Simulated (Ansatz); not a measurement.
Born–Oppenheimer molecular dynamics of F$_{4}$Si (5 atoms, charge 0, multiplicity 1). It starts from a relaxed structure.

Method: RKS PBE-D4/def2-SVP (Ansatz).

- ensemble: NVE (velocity Verlet)
- time step: 2 fs
- steps asked: 150
- starting velocities drawn for: 500 K
- seed: 396367

First frame:

```xyz
5
Properties=species:S:1:pos:R:3
Si 0.000 0.000 0.000
F 0.000 0.000 1.603
F 1.511 0.000 -0.534
F -0.755 1.308 -0.534
F -0.755 -1.308 -0.534
```

(1) How far do the bonds stretch over the last three quarters of this one trajectory? (Pairs bonded in most of those frames.)

## Answers

(1) 
```json
{"bond": "Si1–F2", "mean (Å)": "1.608", "spread (Å)": "0.033", "shortest": "1.55", "longest": "1.66"}
{"bond": "Si1–F3", "mean (Å)": "1.605", "spread (Å)": "0.010", "shortest": "1.58", "longest": "1.63"}
{"bond": "Si1–F4", "mean (Å)": "1.606", "spread (Å)": "0.025", "shortest": "1.56", "longest": "1.65"}
{"bond": "Si1–F5", "mean (Å)": "1.604", "spread (Å)": "0.011", "shortest": "1.58", "longest": "1.63"}
```

Mean temperature of the second half: 246 K. The conserved energy stayed within 0.54 meV per atom of its start (net change 0.16 meV per atom), so the integration is sound. Over the second half the temperature averaged 0.49 of the 500 K drawn at the start: a run that starts near a minimum puts about half its kinetic energy into the potential. A run of 0.3 ps of so small a system gives no equilibrium averages.

Time of the run: 3.8 min on 1 thread of Arm Neoverse V1, with other jobs on the host, peak memory 0.12 GiB.
